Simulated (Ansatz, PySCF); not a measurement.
H4O3Sn, singlet, geometry from GFN2-xTB (such geometries of metal compounds can be far from the true shape) (all electrons, no relativity). Base run: CASSCF(2,3)/STO-3G run with PySCF.

PySCF was given this input:
```python
from pyscf import gto, scf, mcscf
import numpy

mol = gto.M(
    atom='''
Sn   -0.071118    0.222129    0.091615
O    -1.366503   -0.549808   -1.091465
O     0.231691   -1.088991    1.456480
O     1.559328    0.312874   -0.911878
H    -0.539294    1.684422    0.694720
H    -1.150822   -0.461636   -2.019848
H    -0.479491   -1.721755    1.556578
H     2.329392   -0.000101   -0.437286
''',
    basis='sto-3g',
    charge=0,
    spin=0,
    verbose=4,
)

mf = scf.RHF(mol)
mf.kernel()
mc = mcscf.CASSCF(mf, 3, 2)
mc.fix_spin_(ss=0.0)
mc.kernel()
occ = numpy.linalg.eigvalsh(mc.fcisolver.make_rdm1(mc.ci, mc.ncas, mc.nelecas))[::-1]
ss = mc.fcisolver.spin_square(mc.ci, mc.ncas, mc.nelecas)[0]
print('natural occupations', occ.round(4), ' <S^2>', round(ss, 4))
```

Programs used: Ansatz (a first-principles code), PySCF; a row that names a program was run with it.

The base run was repeated with changes; each row names its change, and settings that it needs were set with it.

| change | ΔE vs base (kcal/mol) | natural occupations | <S^2> of the state |
|---|---|---|---|
| base | 0.000 | 1.98 0.02 0.00 | 0.00 |
| correction = SC-NEVPT2 | -76.7 | 1.98 0.02 0.00 | 0.00 |
| active space = 4 electrons, 3 orbitals | 0.004 | 2.00 1.98 0.02 | 0.00 |
| active space = 4 electrons, 6 orbitals | -9.16 | 1.98 1.97 0.03 0.02 0.00 0.00 | 0.00 |
| state_average = 2 states | 15.01 | - | - |
| fix_spin_ = off | 0.000 | 1.98 0.02 0.00 | 0.00 |
| code = ansatz; correction = SC-NEVPT2, all electrons | -77.2 | - | - |
| active space = 4 electrons, 5 orbitals | -8.74 | 1.98 1.97 0.03 0.02 0.00 | 0.00 |
| start = MP2 natural orbitals | 0.084 | 1.98 0.02 0.00 | 0.00 |
| code = ansatz | -3.46 | - | - |
| orbitals = fixed (CASCI); correction = SC-NEVPT2 | -74.5 | 2.00 0.00 0.00 | 0.00 |

Active orbitals are taken around the Fermi level unless the row says otherwise; CASSCF can end in different local minima, and two programs can end on different orbitals. State-averaged rows give the lowest state.
